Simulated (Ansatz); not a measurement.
`OCCBF` + CH₄ → `CBCCO` + H–F  (formal exchange of groups at a B–F bond)

Gas-phase electronic energies from Ansatz, PBE0-D4/def2-TZVP geometries. CCSD(T)/CBS adds triple-zeta CCSD(T) − MP2 to the extrapolated MP2 energy (def2 sets, frozen cores). This one scheme is used for every species. DFT in def2-TZVPP. B3LYP here is the variant with VWN-RPA as its local correlation; programs differ in this. One conformer a species, not always the lowest.

```tsv
level	ΔE (kcal/mol)
B3LYP	39.1
HF/def2-TZVPP	40.9
SCS-MP2/def2-TZVPP	37.3
MP2/def2-QZVPP	35.3
```

Q: What does CCSD(T)/CBS give? (Estimate.)

A: Computed: +35.4 kcal/mol. The listed levels differ from it by 3.7, 5.5, 1.9, -0.1 kcal/mol.

Largest T1 diagnostic among the species: 0.012.

The D4 term adds −1.1 kcal/mol with B3LYP and −0.7 kcal/mol with PBE0; it sums over pairs of atoms, weighted by their polarisabilities, and B3LYP, whose exchange is more repulsive, gets the larger term. In def2-TZVPP, CCSD(T) changes the Hartree–Fock value by −4.3 kcal/mol (the triples alone add −0.3 kcal/mol) and MP2 by −4.9 kcal/mol.
